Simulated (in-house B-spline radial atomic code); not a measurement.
A fraction x of an electron is moved 4p → 4d in Rb⁵⁺, starting from [Ar] 3d10 4s2 4p2 and keeping the highest spin. Method: scalar-relativistic (X2C) LDA PW92, spin-polarised, spherical fractional occupations, Fermi nucleus of rms radius 4.2036 fm. Calculated with a radial B-spline atomic code at the basis-set limit.

| x | E(x) - E(0) (eV) | 4p up level (eV) | 4d up level (eV) |
| --- | --- | --- | --- |
| 0 | 0.0000 | -76.403 | - |
| 0.125 | 3.4094 | -76.600 | -49.315 |
| 0.25 | ? | ? | ? |
| 0.375 | 10.2366 | -76.991 | -49.658 |
| 0.5 | 13.6548 | -77.184 | -49.825 |
| 0.625 | ? | ? | ? |
| 0.75 | 20.5010 | -77.565 | -50.152 |
| 0.875 | 23.9293 | -77.753 | -50.313 |
| 1 | 27.3610 | -77.939 | -50.471 |

Q: What belongs in the row x = 0.25?

A: An energy change of 6.8215 eV; 4p up at -76.796 eV, 4d up at -49.488 eV.

Q: What belongs in the row x = 0.625?

A: An energy change of 17.0762 eV; 4p up at -77.375 eV, 4d up at -49.990 eV.

Q: Check Janak's theorem between x = 0.375 and 0.5.

A: The slope of the energy is 27.35 eV; the orbital levels give 27.35 eV (ε of the receiving orbital less ε of the emptying one, averaged over the two points).
